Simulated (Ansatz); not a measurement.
The cluster In3⁺. Charge 1, multiplicity 1. Geometry PBE-D4/def2-SVP; atoms count from 1.

Cartesian coordinates in Å:
```
In 0.067 1.908 0.884
In -0.877 -1.608 1.034
In 0.810 -0.299 -1.918
```

In the def2 sets In takes a core potential; there is no spin–orbit coupling. The restricted singlet is unstable: a solution with broken spin symmetry lies lower. The geometry of the singlet was relaxed on an unsound state (restricted singlet, unstable towards broken spin symmetry at other levels and untested here). At PBE0-D4/def2-TZVP a triplet of charge 1 lies 0.20 eV below the restricted singlet, each at its own geometry. The structure comes from a short search, and lower isomers may exist.

Question: Estimate the Mulliken populations from the PBE0/def2-TZVP orbitals of Ansatz.

Answer: 
| atom | charge (e) |
| --- | --- |
| In1 | 0.33 |
| In2 | 0.33 |
| In3 | 0.33 |
Mulliken values and Mayer orders depend strongly on the basis.
